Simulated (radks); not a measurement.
Question: Species: Ho+. Configuration: [Xe] 4f12 (not the ground configuration). Method: scalar-relativistic Kohn-Sham, LDA (Slater exchange, Perdew-Wang correlation), spin-unpolarised, spherical densities, point nucleus; computed with a radial shooting solver on a logarithmic mesh with Libxc functionals. Some entries of the table are withheld. Estimate them.

| orbital | occ. | eigenvalue (hartree) | <1/r> (bohr^-1) | <r> (bohr) |
|---|---|---|---|---|
| 1s | 2 | -2037.780 | 76.01 | 0.02075 |
| 2s | 2 | -340.8878 | 17.68 | 0.08814 |
| 2p | 6 | -302.1160 | 16.38 | 0.07809 |
| 3s | 2 | -76.09594 | 6.510 | 0.2301 |
| 3p | 6 | -64.24902 | 6.094 | 0.2290 |
| 3d | 10 | -49.19123 | 5.781 | 0.2079 |
| 4s | 2 | -14.99758 | 2.750 | 0.5193 |
| 4p | 6 | -11.09963 | 2.517 | 0.5509 |
| 4d | 10 | -5.83563 | (1) | 0.5979 |
| 5s | 2 | -1.92233 | 1.027 | (2) |
| 5p | 6 | -1.04391 | 0.8392 | 1.557 |
| 4f | 12 | -0.14290 | 1.531 | 0.9497 |

Answer: 
(1) 4d <1/r> (bohr^-1): 2.219
(2) 5s <r> (bohr): 1.291
